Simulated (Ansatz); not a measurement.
Born–Oppenheimer molecular dynamics of ClH3O3Zr (8 atoms, charge 0, multiplicity 1). It starts from a relaxed structure.

Computed with RKS B3LYP/def2-SVP (Ansatz 0.2.0).

```yaml
ensemble: NVT, Langevin thermostat
time_step: 1 fs
steps_asked: 150
set_temperature: 300 K
friction: 0.01 /fs
seed: 845774
```

First frame:

```xyz
8
Properties=species:S:1:pos:R:3
Zr -0.109 -0.153 0.157
Cl 0.093 0.237 2.518
O 1.650 -0.295 -0.604
H 2.495 -0.386 -1.049
O -1.056 1.317 -0.639
H -1.530 2.011 -1.101
O -1.079 -1.788 -0.124
H -1.556 -2.591 -0.339
```

Q: How far do the bonds stretch over the last three quarters of this one trajectory? (Pairs bonded in most of those frames.)

A: 
```
   bond  mean (Å)  spread (Å)  shortest  longest
Zr1–Cl2     2.393       0.046      2.32     2.47
 Zr1–O3     1.932       0.024      1.89     1.98
 Zr1–O5     1.924       0.021      1.89     1.97
 Zr1–O7     1.936       0.024      1.90     1.99
  O3–H4     0.962       0.018      0.93     0.99
  O5–H6     0.962       0.018      0.93     1.00
  O7–H8     0.968       0.042      0.90     1.04
```

Mean temperature of the second half: 254 K. The mean temperature of the second half is 15 % below the set value. A run of 0.15 ps of so small a system gives no equilibrium averages.

The run took 9 min on 2 threads of Arm Neoverse V1 (shared host), peak memory 0.24 GiB.
